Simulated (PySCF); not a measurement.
Gas-phase reaction: SnH₃Cl + HCl ⇌ SnH₄ + Cl₂. Level: M06-2X/def2-TZVP†; standard pressure 1 bar.

Computed with PySCF and rigid-rotor harmonic-oscillator thermochemistry at 1 bar. † marks an energy on the PBE0/def2-TZVP geometry and frequencies. All species are closed-shell singlets. Sn: scalar-relativistic def2 core potential, no spin-orbit coupling. SnH₃Cl: computed as isolated molecules; such fragments, hydroxides, amides, oligomers or adducts are transient or little studied in the gas. The harmonic model lacks anharmonicity and excited electronic states, which grow with temperature; levels with a mode under 35 cm⁻¹ are left out.

```json
[
 {"T (K)": "800", "1000/T (1/K)": "1.2500", "log10 K": "-18.14"},
 {"T (K)": "1000", "1000/T (1/K)": "1.0000", "log10 K": "-14.66"},
 {"T (K)": "1200", "1000/T (1/K)": "0.8333", "log10 K": "?"},
 {"T (K)": "1400", "1000/T (1/K)": "0.7143", "log10 K": "-10.67"},
 {"T (K)": "1600", "1000/T (1/K)": "0.6250", "log10 K": "-9.43"},
 {"T (K)": "1800", "1000/T (1/K)": "0.5556", "log10 K": "-8.46"}
]
```

Problem. Fit log10 K = a + b·(1000/T) to the five rows, get the mean ΔH° and ΔS°, and predict log10 K at 1200 K.

Solution. Means: 1000/T = 0.8290, log10 K = -12.272. Sums of products about the means: Sxy = -4.68449, Sxx = 0.336002, so b = Sxy/Sxx = -13.94 and a = -12.272 − (-13.94)×0.8290 = -0.72.
ΔH° = −R ln 10 × 1000 K × b = −19.145 × (-13.94) = 267 kJ; ΔS° = R ln 10 × a = -14 J/K. The run's own values go from 266 kJ and -14 J/K at 800 K to 268 kJ and -13 J/K at 1800 K.
Prediction at 1200 K: -0.72 + (-13.94)×0.8333 = -12.34. The computed value is -12.33, 0.01 from the line.
For scale, ΔH°(298 K) is 267 kJ at this level, 253 kJ at ωB97M-V/def2-TZVP†, and runs from 161 to 286 kJ over the 18 levels computed.
